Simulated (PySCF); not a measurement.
**Question.** Write Cartesian coordinates for [MoNF5]3- (`[N]#[Mo-3]([F])([F])([F])([F])[F]`) [radical] as optimised with PBE0-D3(BJ)/def2-SVP. (Charge -3 and doublet state.)

**Answer.** 
```xyz
7
F5MoN angstrom
Mo    -0.003   -0.002    0.220
N     -0.019   -0.011    1.904
F      0.021    0.012   -1.987
F      2.042    0.009   -0.014
F     -2.042   -0.008   -0.055
F     -0.007    2.042   -0.022
F      0.007   -2.043   -0.047
```

Orientation and origin are arbitrary. Atoms count from 1 in this order. The 5 F–Mo bonds span 2.058 Å (Mo1–F5) to 2.206 Å (Mo1–F3), a spread of 0.148 Å. Mo1 (molybdenum bonded to 5 F and N) is distorted octahedral (the three widest angles are 179.9°, 165.8° and 165.8°, the others run from 82.9° to 97.1°).

Bonds between heavy atoms (Å): Mo1–N2 1.685, Mo1–F3 2.206, Mo1–F4 2.058, Mo1–F5 2.058, Mo1–F6 2.058, Mo1–F7 2.058.

Method: PBE0-D3(BJ)/def2-SVP geometry optimisation, gas phase, def2 core potentials past Kr in PySCF.

Point group: C4v (every atom within 0.08 Å of its image). No frequency check. ⟨S²⟩ = 0.766 (exact for a doublet: 0.75). Whether so highly charged an anion holds all its electrons in the gas phase wasn't checked; a finite basis holds them in any case. No counter-ion or solvent screens the charge of this multiply charged ion. The geometry's basis has no diffuse functions, a weakness for an anion.

On x86-64 server, one thread, on a shared host, this took 3.6 min of wall time. That covers the optimisation of the geometry.

Neither the SCF state along the optimisation nor the shape of the open-shell metal species was proved the lowest: other solutions of the same spin, or a structure of lower symmetry, can lie below.
